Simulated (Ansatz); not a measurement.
Coupled-cluster diagnostics for Bi₃S₃⁺, Ansatz.

Geometry of the singlet (PBE-D4/def2-SVP):

```xyz
6

Bi   -1.029    1.439   -1.015
Bi   -1.798   -2.886    1.579
Bi    2.035    0.177    0.133
S    -0.660   -1.071    0.579
S     0.543    2.114    0.888
S     0.909    0.227   -2.165
```

In the def2 sets Bi takes a core potential; there is no spin–orbit coupling. Correlated methods freeze 27 core orbitals; core or outer-core shells of Bi are correlated, in sets that lack core-valence functions. Another isomer (singlet) lies 1.98 eV lower at PBE0-D4/def2-TZVP; other spin states weren't run for this one.

Estimate the CCSD(T) correlation energy, the shares of MP2 and (T), T1 and the reference's ⟨S²⟩ for: charge 1, singlet, own geometry in def2-SVP; and the rough time on 4 threads of Arm Neoverse N1 on a shared host.


```
                          state     basis  correlation (eV)  MP2 share (%)  (T) share (%)     T1  ⟨S²⟩ (pure)  wall time                            remarks
charge 1, singlet, own geometry  def2-SVP           -21.644           88.5            6.1  0.039  0.00 (0.00)       68 s  large T1, restricted SCF unstable
```
Customary marks for T1 are 0.02 (closed shells), 0.045 (open shells) and about 0.05 (3d metals). T1 exceeds 0.02 in 1 of 1 rows and 0.045 in 0; the higher it lies, the less the single-reference result can be trusted.
